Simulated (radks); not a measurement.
Effect of the nuclear size on neutral vanadium, [Ar] 3d3 4s2. Method: Dirac Kohn-Sham, LDA (Slater exchange, Perdew-Wang correlation), spin-unpolarised, spherical densities, finite nucleus; open shells are shared between the two j in proportion to 2j + 1; Fermi nuclear charge, rms radius 3.6002 fm; computed with a radial shooting solver on a logarithmic mesh with Libxc functionals. The rms radius is varied about that value; shifts are against it.

rms radius (fm),total energy shift (eV),density at nucleus (e/bohr^3),1s1/2 shift (meV),2s1/2 shift (meV),3s1/2 shift (meV)
3.161,-0.0136,9871,-5.76,-0.488,-0.065
3.4562,-0.00464,9841,-1.97,-0.167,-0.022
3.6002,0,9828,0.000,0.000,0.000
3.737,0.00458,9815,1.94,0.165,0.022
4.0718,0.0165,9787,6.98,0.593,0.079

Slopes of the eigenvalues against <r^2> in GHz/fm^2, as finite differences over the two radii next to the reference (eigenvalue slopes, not the field-shift constants of lines): 1s1/2 468, 2s1/2 39.7, 3s1/2 5.29.
